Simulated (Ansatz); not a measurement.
Consider the silylene formation by 1,1-elimination: `CC(F)=C=C[SiH3]` → `C=C=C(C)F` + `[SiH2]`.

Isolated molecules relaxed with PBE0-D4/def2-TZVP in Ansatz; ΔE leaves out vibrations. CCSD(T)/CBS is the MP2 limit (def2-TZVPP, def2-QZVPP) plus CCSD(T) − MP2 in def2-TZVPP, frozen cores. This one scheme is used for every species. Functionals use def2-TZVPP.

Q: Is it downhill or uphill in electronic energy at CCSD(T)/CBS, and by how much? (An estimate is asked.)

A: Computed: Uphill: ΔE = +243.0 kJ/mol.

Q: What do these levels give: ωB97X-V, PBE, r2SCAN, MP2/def2-TZVPP, SCS-MP2/def2-TZVPP, MP2/CBS(def2)? (Estimate.)

A: Computed: ωB97X-V 252.4, PBE 239.1, r2SCAN 261.2, MP2/def2-TZVPP 258.9, SCS-MP2/def2-TZVPP 246.5, MP2/CBS(def2) 265.3 kJ/mol.

Largest T1 diagnostic among the species: 0.014.

The D4 term adds +12.3 kJ/mol with B3LYP and +6.8 kJ/mol with PBE0; it sums over pairs of atoms, weighted by their polarisabilities, and B3LYP, whose exchange is more repulsive, gets the larger term. From PBE to PBE0 (25 % exact exchange), in def2-TZVPP and without D4, ΔE moves by +8.7 kJ/mol. In def2-TZVPP, CCSD(T) changes the Hartree–Fock value by +12.4 kJ/mol (the triples alone add +5.1 kJ/mol) and MP2 by +34.7 kJ/mol.

B3LYP here is the variant with VWN-RPA as its local correlation; programs differ in this.
